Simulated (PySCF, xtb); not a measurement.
C2H8BClSi, SMILES CB(C)[SiH2]Cl.

GFN2-xTB (xtb 6.7.1) at its own geometry gives an orbital gap of 3.05 eV and a dipole moment of 3.07 D.

Geometry: PBE0-D3(BJ)/def2-SVP. The structure was generated by enumeration, and PubChem lists no compound with its InChIKey, so it may never have been made. Other conformers were not sampled.

**Question.** What does r2SCAN/def2-TZVP (PySCF) give? (Estimate from the structure and the level; the computed values follow.)

**Answer.** gap 4.45 eV (levels -6.69 and -2.24 eV), dipole 2.48 D.
